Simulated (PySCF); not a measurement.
Input for PySCF: R-HF/STO-3G on CH5N (SMILES CN).

```python
from pyscf import gto, scf, dft, mp
from pyscf.data.elements import chemcore

mol = gto.M(
    atom='''
    C    -0.03222210   -0.68712023    3.63763162
    N     0.17602359    0.70505111    3.22945393
    H     0.50856537   -1.33967318    2.95190580
    H    -1.09254270   -0.92931948    3.55153124
    H     0.28635991   -0.91652906    4.66214022
    H     1.15350248    0.95817660    3.31386143
    H    -0.34753208    1.33930874    3.82043991
    ''',
    basis='sto-3g',
    charge=0, spin=0, verbose=3, max_memory=1800)
mf = scf.RHF(mol)
mf.conv_tol = 1e-8
mf.max_cycle = 100
mf.kernel()
if not mf.converged:
    mf = mf.newton().run(mf.mo_coeff, mf.mo_occ)
```

Task: Predict the final total energy.

Result: -94.0313 hartree.
